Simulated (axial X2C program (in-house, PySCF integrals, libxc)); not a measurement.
## Ω levels of TbN from open-shell CI on f8 s0

Calculated with an axial X2C code built on PySCF integrals: two-component X2C with atomic mean-field Coulomb and Gaunt terms, basis Tb dyall-v3z, N dyall-av3z (cores contracted in-house). Orbitals come from Hartree–Fock averaged over the configuration Tb f8 s0; CI then distributes these electrons over the f, s shells of Tb.

R = 1.734 Å (near the minimum of the configuration average).

Active spinors (ω > 0):

```json
{"shell": "f", "ω": "5/2", "ε (eV)": "-4.86", "character": "100% Tb f"}
{"shell": "f", "ω": "3/2", "ε (eV)": "-4.72", "character": "99% Tb f"}
{"shell": "f", "ω": "1/2", "ε (eV)": "-4.52", "character": "97% Tb f"}
{"shell": "f", "ω": "7/2", "ε (eV)": "-4.13", "character": "100% Tb f"}
{"shell": "f", "ω": "5/2", "ε (eV)": "-4.03", "character": "100% Tb f"}
{"shell": "f", "ω": "3/2", "ε (eV)": "-3.87", "character": "98% Tb f"}
{"shell": "f", "ω": "1/2", "ε (eV)": "-3.77", "character": "97% Tb f"}
{"shell": "s", "ω": "1/2", "ε (eV)": "-0.42", "character": "70% Tb s, 23% Tb p, 3% N p"}
```

Lowest levels of this model:

```csv
Ω,energy (cm⁻¹),g∥,μ (D),configuration
6,0,17.95,-9.25,100% f8
5,325,14.53,-9.24,100% f8
4,682,11.12,-9.23,100% f8
3,1051,7.83,-9.21,100% f8
2,1401,4.80,-9.17,100% f8
1,1670,2.22,-9.12,100% f8
0,1775,0.00,-9.08,100% f8
5,2414,15.39,-9.23,100% f8
4,2674,11.54,-9.21,100% f8
3,2841,8.19,-9.17,100% f8
2,2939,5.03,-9.13,100% f8
1,3046,1.83,-9.16,100% f8
0,3135,0.00,-9.20,100% f8
0,3903,0.00,-9.19,100% f8
1,4065,2.83,-9.20,100% f8
3,4082,9.56,-9.10,100% f8
2,4095,5.19,-9.15,100% f8
4,4353,13.25,-9.16,100% f8
0,4636,0.00,-9.22,100% f8
1,4749,3.16,-9.18,100% f8
0,5066,0.00,-9.20,100% f8
2,5285,7.29,-9.16,100% f8
3,5490,10.34,-9.07,100% f8
0,5853,0.00,-9.18,100% f8
0,6734,0.00,-9.07,100% f8
```

g∥ is the magnitude of 2⟨Lz + ge Sz⟩ for the +Ω component. μ is positive if the N end is positive.

(1) From Ω and g∥ of the lowest level, whose 2⟨Lz + ge Sz⟩ is positive, find ⟨Sz⟩ and ⟨Lz⟩ (ge = 2.0023).

Occupations of the active spinors in the lowest level by ω, shell by shell in order of energy: -7/2: 0.00; -5/2: 0.93 0.07; -3/2: 0.86 0.14; -1/2: 0.72 0.28 0.00; 1/2: 0.45 0.55 0.00; 3/2: 0.26 0.74; 5/2: 1.00 1.00; 7/2: 1.00. The leading determinant has weight 0.23 among 450.

This point took 3.7 s on 1 thread of Arm Neoverse V1 (shared host).

Dynamic correlation is missing, so gaps between terms are too wide and other configurations may lie lower; the lowest level listed is that of this model, not necessarily the ground state. At most 4 roots were kept for each Ω > 0 (twice that for Ω = 0) within 2.2 eV of the lowest, so higher up levels can be missing between those listed; levels with Ω > 0 are doubly degenerate and listed once, Ω = 0 levels singly. States that fill the shells left empty in the average are placed too high. Along the bond the averaged SCF switches between close solutions, so this one may not be the lowest.

Answers

(1) Ω = ⟨Lz⟩ + ⟨Sz⟩ = 6 and ⟨Lz⟩ + ge⟨Sz⟩ = 8.975, so ⟨Sz⟩ = 2.97 and ⟨Lz⟩ = 3.03.
